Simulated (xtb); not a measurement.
Si(F)(Br)(Me)(NH2) (CH₅BrFNSi), SMILES C[Si](N)(F)Br. All values are semi-empirical tight-binding results from xtb (GFN2-xTB unless named), good for trends rather than for accurate numbers. The structure is a stationary point at GFN2-xTB. This is a generated structure with no PubChem entry under its InChIKey; it may be hypothetical. One conformer was computed; it need not be the lowest.

Optimised geometry:

```xyz
10

C      1.9425     0.8939     0.8221
Si     0.2972    -0.0267     0.7612
N     -0.9867     0.4149     1.7942
F      0.5781    -1.5718     1.0964
Br    -0.5280     0.0453    -1.2835
H      1.8239     1.9440     0.5690
H      2.6570     0.4681     0.1219
H      2.3826     0.8387     1.8143
H     -0.9658     0.1711     2.7687
H     -1.5282     1.2456     1.6331
```

```yaml
orbital_gap: 6.61 eV
zero_point_energy: 41.4 kcal/mol
G − E(el) at 298.15 K (modified RRHO): 20.2 kcal/mol
static polarisability (D4 model): 76.2 bohr³
solvation energy, GFN2-xTB/ALPB(water): -3.9 kcal/mol
solvation energy, GFN2-xTB/ALPB(hexane): -4.2 kcal/mol
```

Computed atomic charges and the Wiberg bond orders between heavy atoms:
charges (e) C1 -0.19, Si2 0.61, N3 -0.39, F4 -0.27, Br5 -0.20, H6 0.04, H7 0.05, H8 0.03, H9 0.17, H10 0.17. Bond orders C1–Si2 0.87, Si2–N3 1.16, Si2–F4 1.07, Si2–Br5 1.05.
